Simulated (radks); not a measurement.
Values are calculated unless marked as measured or tabulated.
Question: Valence configurations of neutral samarium (all share [Xe]). Level of theory: non-relativistic Kohn-Sham, BLYP, spin-polarised, spherical densities, point nucleus; open shells are filled with parallel spins first (spin-orbit coupling, left out, can overturn this in heavy ions); relativity is left out, which matters for an element this heavy (a radial shooting solver on a logarithmic mesh with Libxc functionals). Order these by energy: 4f5.5 6s2 6p0.5; 4f6.5 6s1.5; 4f4.5 5d1 6s2 6p0.5; 4f7 6p1; 4f6 5d2; 4f5.5 5d1 6s1 6p0.5; 4f6 6s2; 4f6 5d1 6s1; 4f6 6p2.

Answer: From the lowest, in eV above it: 4f6.5 6s1.5 0.000; 4f6 6s2 1.026; 4f6 5d1 6s1 1.808; 4f7 6p1 2.064; 4f6 5d2 3.400; 4f5.5 5d1 6s1 6p0.5 4.736; 4f5.5 6s2 6p0.5 4.888; 4f6 6p2 4.967; 4f4.5 5d1 6s2 6p0.5 15.053. NIST lists [Xe] 4f6 6s2 as the ground configuration; this level of theory puts 4f6.5 6s1.5 lower, by 1.026 eV. The energies are those of spherical high-spin densities, not of single terms. No valid solution was reached for [Xe] 4f8. Relativity is left out, which favours d and f over s occupation in heavy atoms.
